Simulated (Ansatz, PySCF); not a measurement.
Molecule: 1,1-difluoro-1-methoxyethane, C₃H₆F₂O, net charge 0, singlet state. SMILES: COC(C)(F)F
Coordinates optimised at B3LYP-D3(BJ)/def2-TZVP (Ansatz, a program for electronic structure):
```
C
F 1 1.3569
O 1 1.3657 2 105.26
F 1 1.3824 2 106.05 3 -116.13
C 3 1.4267 1 116.69 2 -177.52
H 5 1.0867 3 105.77 1 171.09
H 5 1.0909 6 109.43 3 119.76
H 5 1.0927 6 109.11 7 120.34
C 1 1.5112 2 109.88 3 126.46
H 9 1.0881 1 108.96 2 55.27
H 9 1.0883 10 108.78 1 -120.67
H 9 1.0888 10 109.55 11 -119.79
```
Charge 0, spin multiplicity 1.

Property: vertical ionisation energy (to the doublet state of charge +1; each state is the SCF solution reached for its spin), in eV. Cores are frozen in the correlated levels unless marked. UHF or UKS for open shells. No spin-orbit coupling. No relativistic terms. 

```csv
level,program,vertical ionisation energy (eV)
HF/aug-cc-pVDZ,Ansatz,10.15
HF/aug-cc-pVTZ,Ansatz,10.14
SVWN5/def2-TZVPD,Ansatz,10.88
PBE/def2-TZVPD,Ansatz,10.68
r2SCAN/def2-TZVPD,Ansatz,10.81
PBE0/def2-TZVPD,Ansatz,11.00
CAM-B3LYP/def2-TZVPD,Ansatz,11.21
wB97M-V/def2-TZVPD,Ansatz,11.17
B2PLYP/def2-TZVPD,Ansatz,11.19
MP2/aug-cc-pVDZ,Ansatz,11.57
RI-MP2/aug-cc-pVTZ,Ansatz,11.73
SCS-MP2/aug-cc-pVDZ,Ansatz,11.49
CCSD/aug-cc-pVDZ,Ansatz,11.18
CCSD(T)/aug-cc-pVDZ,Ansatz,11.18
```

For comparison, minus the highest occupied orbital energy (PySCF): 10.20 eV at CAM-B3LYP/def2-TZVPD, 7.80 eV at TPSSh/def2-TZVPD, 12.89 eV at HF/def2-TZVPD.
